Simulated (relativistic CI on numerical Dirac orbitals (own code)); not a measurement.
# d5 in a ligand field

Computed with a parametric ligand-field model of a d^n configuration (Racah B and C, spin-orbit zeta, crystal field), exact diagonalisation.

Field parameters in Wybourne normalisation: Td as Oh with Dq negative (B⁴₀ = 21Dq, B⁴₄ = √(5/14) B⁴₀). The field is a parameter set, without covalency.

B = 660 cm⁻¹, C = 2550 cm⁻¹ (C/B = 3.86), Td, no spin-orbit coupling. Tanabe-Sugano data, E/B above the lowest term (Δ = |10Dq|; b, c mark the second and third term of a kind):

```tsv
Δ/B	6A1	4T1	4T2	4T1(b)	2T2	2A2
1.0	0.00	29.14	29.30	34.21	41.72	41.79
1.9	0.00	28.74	29.24	34.59	41.21	41.50
2.8	0.00	28.17	29.14	35.11	40.39	41.07
3.7	0.00	27.52	29.01	35.70	39.32	40.53
4.6	0.00	26.79	28.83	36.35	38.04	39.91
5.5	0.00	26.03	28.61	37.00	36.66	39.24
6.4	0.00	25.25	28.33	37.66	35.20	38.53
7.3	0.00	24.44	28.00	38.32	33.65	37.77
8.2	0.00	23.63	27.62	38.95	32.09	37.00
9.1	0.00	22.79	27.19	39.57	30.48	36.21
10.0	0.00	21.96	26.70	40.16	28.87	35.41
10.9	0.00	21.12	26.18	40.71	27.24	34.59
11.8	0.00	20.26	25.59	41.24	25.58	33.76
12.7	0.00	19.41	24.98	41.72	23.92	32.93
13.6	0.00	18.55	24.33	42.17	22.23	32.08
14.5	0.00	17.69	23.65	42.57	20.56	31.24
15.4	0.00	16.83	22.95	42.92	18.88	30.39
16.3	0.00	15.96	22.22	43.25	17.17	29.53
17.2	0.00	15.09	21.48	43.53	15.48	28.67
18.1	0.00	14.21	20.71	43.78	13.76	27.80
19.0	0.00	13.34	19.94	44.00	12.05	26.94
19.9	0.00	12.48	19.16	44.19	10.35	26.07
20.8	0.00	11.59	18.36	44.37	8.61	25.19
21.7	0.00	10.72	17.56	44.51	6.90	24.33
```

The ground term stays 6A1.
